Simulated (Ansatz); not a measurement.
The cluster Si5Mo2⁺, relaxed as a doublet with UKS r2SCAN-D4/def2-SVP in Ansatz, starting from the GFN1-xTB geometry. Force threshold 0.02 eV/Å.

In the def2 sets Mo takes a core potential; there is no spin–orbit coupling. The charge 1 doublet is spin-contaminated (final ⟨S²⟩ up to 0.88, 0.75 for a pure state). The relaxation made no stability test and no search for a lower SCF solution. No other spin state of charge 1 was run. The structure comes from a short search, and lower isomers may exist.

Start:

```xyz
7

Mo   -1.358    2.537    0.087
Mo   -1.974    0.999    1.848
Si    0.960   -1.020   -0.559
Si    0.265   -3.025    0.399
Si    2.372    0.227   -1.926
Si    0.712    1.488   -0.936
Si   -0.977   -1.205    1.087
```

(1) Estimate the energy that the relaxation releases and the steps that it takes.

(2) Does the start keep its bonding?

(3) Predict the relaxed structure.

Answers

(1) 339.3 kJ/mol, in 28 steps; 6.5 min on 4 threads of Arm Neoverse V2 on a shared host. No frequencies were taken in this run, so the end may be a saddle point.

(2) Bonds formed: Mo1–Si7, Mo2–Si3, Mo2–Si4, Mo2–Si6, Si5–Si7, Si6–Si7 (atoms count from 1). The end is the same structure that another start reached, the lowest one found.

(3) 
Cartesian coordinates in Å:
```
Mo -1.789 1.365 0.335
Mo -0.455 0.322 1.699
Si 1.496 -0.591 0.443
Si -0.591 -1.968 0.890
Si 1.551 -0.137 -1.884
Si 0.479 1.540 -0.482
Si -0.690 -0.531 -1.001
```
Bond lengths (bridged metal pairs left out): 8 × Si–Si 2.37 to 2.62 Å; 6 × Mo–Si 2.42 to 2.84 Å; 1 × Mo–Mo 2.17 Å.
